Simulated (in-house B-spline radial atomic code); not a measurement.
Computed with a B-spline radial atomic code. Model: two electrons, singlet ground state, non-relativistic, full CI in B-splines with partial waves to l = 8 (at full coupling up to 3e-4 hartree above the limit, correlation up to 0.6 % small), density held at that of full coupling by Lieb maximisation.

W(λ) is the mean repulsion in the state of coupling λ less the Hartree energy of the fixed density. Its start is exact exchange, its initial slope is twice the second-order Görling-Levy correlation energy, and its area from 0 to 1 is E_xc. A straight curve means weak, dynamic correlation, and a curve that drops fast and flattens means strong correlation.

Command:
```bash
python run_ac.py task.json out
```
Settings (lengths in bohr, energies in hartree):
```
potential              ball
strength               1
lmax                   8
wall_radius            54.8
```

Cost of the run: 16 s on 1 thread of Intel(R) Xeon(R) Processor @ 2.30GHz (shared host).

**W = mean repulsion less Hartree energy, and W of three functionals.**

Given: confinement empty hard sphere; hard wall radius 54.8 bohr; external potential zero inside.

Computed: LDA exchange minus exact 1.2955 millihartree; PBE exchange minus exact -1.8227 millihartree.

```tsv
coupling	W xc (hartree)	W xc minus exchange (millihartree)	kinetic minus Kohn-Sham (millihartree)	LDA (PW92) W minus its exchange (millihartree)	PBE W minus its exchange (millihartree)	SCAN W minus its exchange (millihartree)
0	-0.025191	0	0	0	0	0
0.02	-0.027998	-2.807	0.03	-4.3	-2.6	-1.6
0.05	-0.030285	-5.095	0.1	-7.05	-4.7	-3.28
0.12	?	?	?	?	?	?
0.25	-0.033632	-8.441	0.48	-12.91	-9.67	-7.6
0.4	-0.034193	-9.003	0.66	-14.46	-11.06	-8.63
0.6	?	?	?	?	?	?
0.8	-0.034806	-9.615	1	-16.46	-12.86	-9.66
1	-0.034962	-9.772	1.14	-17.02	-13.37	-9.88
1.4	-0.03517	-9.979	1.39	-17.78	-14.07	-10.13
2	-0.035359	-10.168	1.71	-18.5	-14.73	-10.33
3	-0.035542	-10.352	2.16	-19.2	-15.38	-10.48
4.5	-0.035699	-10.508	2.73	-19.8	-15.94	-10.59
7	-0.035845	-10.655	3.56	-20.34	-16.43	-10.67
10	-0.035948	-10.757	4.41	-20.7	-16.77	-10.72
```

**Question.** What belongs in the row 0.12?

**Answer.** W xc (hartree): -0.032399; W xc minus exchange (millihartree): -7.209; kinetic minus Kohn-Sham (millihartree): 0.27; LDA (PW92) W minus its exchange (millihartree): -10.24; PBE W minus its exchange (millihartree): -7.35; SCAN W minus its exchange (millihartree): -5.61.

**Question.** What belongs in the row 0.6?

**Answer.** W xc (hartree): -0.034577; W xc minus exchange (millihartree): -9.387; kinetic minus Kohn-Sham (millihartree): 0.85; LDA (PW92) W minus its exchange (millihartree): -15.68; PBE W minus its exchange (millihartree): -12.15; SCAN W minus its exchange (millihartree): -9.3.

**Question.** What is the SCAN exchange minus exact?

**Answer.** -2.5594 millihartree.

**Energy parts, natural occupations and partial-wave weights.**

Computed: exchange energy -0.025191 hartree; kinetic part of the DFT correlation energy 0.0011443 hartree; kinetic part over minus potential part 0.1171; Hartree energy 0.050381 hartree; Kohn-Sham kinetic 0.0055184 hartree; Lieb Oxford ratio E_xc over LDA exchange 1.4153.

| natural | occupation of the shell (electrons) |
| --- | --- |
| s | 1.0014 |
| p | 0.88105 |
| d | ? |
| s | 0.0022055 |
| f | 0.0020814 |
| p | 0.00066608 |

**Question.** What belongs in the row d?

**Answer.** occupation of the shell (electrons): 0.11258.

```csv
wave,weight
s,0.50181
p,?
d,0.056296
f,0.0010407
g,6.1156e-07
```

**Question.** What belongs in the row p?

**Answer.** weight: 0.44086.

**Question.** What is the total energy?

**Answer.** 0.0221 hartree.

**Question.** What is the correlation energy?

**Answer.** -0.0086275 hartree.

Half-way to full coupling W has made 94 % of its drop, against 50 % for a straight line, and second-order (GL2) theory, half the initial slope, overshoots the correlation energy by about 862 %: correlation is strong. Over couplings 0 to 1 the errors in E_xc come to about -4.1 millihartree for LDA, -3.9 millihartree for PBE, -2.1 millihartree for SCAN, so SCAN is nearest. In LDA and SCAN the errors of exchange and correlation have opposite signs, so the sum is smaller than the larger of the two.
